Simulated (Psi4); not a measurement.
Calculation: SAPT0/jun-cc-pVDZ, frozen core run with Psi4.

Psi4 input:

```
molecule {
0 1
C 0.00000070 -0.00000024 0.00000079
H 0.82514433 -0.17494119 -0.68903555
H -0.35477530 1.02375153 -0.11091752
H 0.34113694 -0.15725614 1.02231797
H -0.81150667 -0.69155395 -0.22236570
--
0 1
F -2.52132125 1.73693589 1.60079812
C -2.80127079 0.63150779 2.27724664
F -3.82079647 0.86004303 3.09355451
F -3.12165447 -0.33661896 1.42945521
F -1.74118993 0.26612443 2.98512376
units angstrom
symmetry c1
no_reorient
no_com
}
set basis jun-cc-pvdz
set scf_type df
set freeze_core true
energy('sapt0')
```

Part of the output:

```
    SAPT Results
  --------------------------------------------------------------------------------------------------------
    Electrostatics                 -0.88836644 [mEh]      -0.55745836 [kcal/mol]      -2.33240577 [kJ/mol]
      Elst10,r                     -0.88836644 [mEh]      -0.55745836 [kcal/mol]      -2.33240577 [kJ/mol]

    Exchange                        2.18397626 [mEh]       1.37046579 [kcal/mol]       5.73402889 [kJ/mol]
      Exch10                        2.18397626 [mEh]       1.37046579 [kcal/mol]       5.73402889 [kJ/mol]
      Exch10(S^2)                   2.18270606 [mEh]       1.36966873 [kcal/mol]       5.73069397 [kJ/mol]

    Induction                      -0.07596571 [mEh]      -0.04766920 [kcal/mol]      -0.19944794 [kJ/mol]
      Ind20,r                      -0.66963250 [mEh]      -0.42020074 [kcal/mol]      -1.75811989 [kJ/mol]
      Exch-Ind20,r                  0.65547597 [mEh]       0.41131738 [kcal/mol]       1.72095191 [kJ/mol]
      delta HF,r (2)               -0.06180917 [mEh]      -0.03878584 [kcal/mol]      -0.16227996 [kJ/mol]

    Dispersion                     -1.38538484 [mEh]      -0.86934211 [kcal/mol]      -3.63732739 [kJ/mol]
      Disp20                       -1.51251425 [mEh]      -0.94911702 [kcal/mol]      -3.97110561 [kJ/mol]
      Exch-Disp20                   0.12712941 [mEh]       0.07977491 [kcal/mol]       0.33377822 [kJ/mol]
      Disp20 (SS)                  -0.75625712 [mEh]      -0.47455851 [kcal/mol]      -1.98555281 [kJ/mol]
      Disp20 (OS)                  -0.75625712 [mEh]      -0.47455851 [kcal/mol]      -1.98555281 [kJ/mol]
      Exch-Disp20 (SS)              0.07240403 [mEh]       0.04543421 [kcal/mol]       0.19009675 [kJ/mol]
      Exch-Disp20 (OS)              0.05472538 [mEh]       0.03434070 [kcal/mol]       0.14368147 [kJ/mol]

  Total HF                          1.21964411 [mEh]       0.76533824 [kcal/mol]       3.20217518 [kJ/mol]
  Total SAPT0                      -0.16574073 [mEh]      -0.10400388 [kcal/mol]      -0.43515221 [kJ/mol]
```
